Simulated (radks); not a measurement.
Spherical jellium clusters: N electrons in a uniform positive sphere of charge N and radius rs N^(1/3), rs = 5.79 bohr. Calculated with a radial shooting solver with Libxc functionals: non-relativistic Kohn-Sham, PBEsol, spin-polarised, spherical densities. Levels are named by radial order and angular momentum (1s, 1p, 1d, 2s, ...), and open shells are averaged over m.

N = 6, configuration 1s2 1p(up 3, down 1). This is the lowest configuration that the search found. Occupied levels:

| level | occupation | eigenvalue (eV) | <r> (bohr) |
|---|---|---|---|
| 1s up | 1 | -3.0565 | 7.197 |
| 1s down | 1 | -2.8109 | 6.907 |
| 1p up | 3 | -2.3768 | 8.416 |
| 1p down | 1 | -2.0725 | 8.375 |

Energy (eV): total -9.79652, kinetic 5.7165, external -110.94, Hartree 55.315, exchange-correlation -15.748, background 55.865.

Electron density:

| r (bohr) | n(r) (e/bohr^3) |
|---|---|
| 0.335 | 0.0009884 |
| 1.59 | 0.001088 |
| 2.86 | 0.001284 |
| 4.12 | 0.001496 |
| 5.38 | 0.001607 |
| 6.64 | 0.001515 |
| 7.90 | 0.001205 |
| 9.16 | 0.0007835 |
| 10.4 | 0.0004084 |
| 11.7 | 0.0001720 |
| 12.9 | 0.00006362 |
| 14.2 | 0.00002226 |
| 15.5 | 7.561e-06 |
| 16.7 | 2.487e-06 |
